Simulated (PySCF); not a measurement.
Isomers of C8H15N, from PBE0-D3(BJ)/def2-SVP geometry optimisation, gas phase (PySCF). One conformer each, no zero-point energy, no frequencies.

Problem. Which isomer lies lowest at this level?
A. `[CH2:1]=[C:2]([CH3:3])/[C:4]([CH3:5])=[CH:6]/[N:7]([CH3:8])[CH3:9]` with C1–C2–C4–C5 -7°: A = 2860, B = 938.2, C = 760.7 MHz, dipole 1.84 D
B. `[CH3:1][NH:2][C@@H:3]1[CH:4]=[CH:5][CH2:6][CH2:7][CH2:8][CH2:9]1` with C1–N2–C3–C4 65°, N2–C3–C4–C5 173°, C4–C5–C6–C7 55°, C5–C6–C7–C8 -72°, C6–C7–C8–C9 65°: A = 2851, B = 1147, C = 912.4 MHz, dipole 0.59 D
C. `[CH2:1]1[CH2:2][CH2:3][C@H:4]2[NH:5][CH2:6][CH2:7][C@H:8]2[CH2:9]1` with C9–C1–C2–C3 -58°, C1–C2–C3–C4 58°, C2–C3–C4–N5 -166°, C3–C4–N5–C6 82° (octahydroindole): A = 2792, B = 1477, C = 1183 MHz, dipole 0.96 D

Solution. C. That is octahydroindole (`C1CC[C@H]2NCC[C@H]2C1`), 25.7 kcal/mol below the next.

```csv
SMILES,mapped SMILES,E (Eh),relative (kcal/mol),relative (kJ/mol),dipole (D)
C1CC[C@H]2NCC[C@H]2C1,[CH2:1]1[CH2:2][CH2:3][C@H:4]2[NH:5][CH2:6][CH2:7][C@H:8]2[CH2:9]1,-367.96063,0.0,0.0,0.96
CN[C@@H]1C=CCCCC1,[CH3:1][NH:2][C@@H:3]1[CH:4]=[CH:5][CH2:6][CH2:7][CH2:8][CH2:9]1,-367.91965,25.7,107.6,0.59
C=C(C)/C(C)=C/N(C)C,[CH2:1]=[C:2]([CH3:3])/[C:4]([CH3:5])=[CH:6]/[N:7]([CH3:8])[CH3:9],-367.89458,41.4,173.4,1.84
```

As drawn, the lowest has an N–H bond, which the highest lacks; the highest has a C=C bond outside aromatic rings, which the lowest lacks.
